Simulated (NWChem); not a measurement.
Molecule: ZrHSCl$_{3}$; SMILES [SH][Zr]([Cl])([Cl])[Cl]

```xyz
6

Zr     0.0009     0.0068    -0.0497
Cl    -1.8762    -1.3067    -0.4817
Cl     1.9013    -1.2945    -0.4110
Cl     0.0187     1.9762    -1.2823
S     -0.0453     0.6850     2.2677
H     -0.0559    -0.6076     2.6802
```
Atoms are numbered in this order, from 1.

Program: NWChem. Coordinates come from a PBE0/def2-SVP optimisation. Not confirmed as a minimum by frequencies. def2 effective core potentials on Zr; no spin-orbit coupling.

For level TPSS/def2-SVP:

```
Property                     Value
---------------------------  -----
highest occupied level (eV)  -7.19
orbital gap (eV)              3.71
```

Task: Estimate the same quantities for level PW6B95/def2-SVP.

Result: highest occupied level (eV): -8.31
orbital gap (eV): 5.63
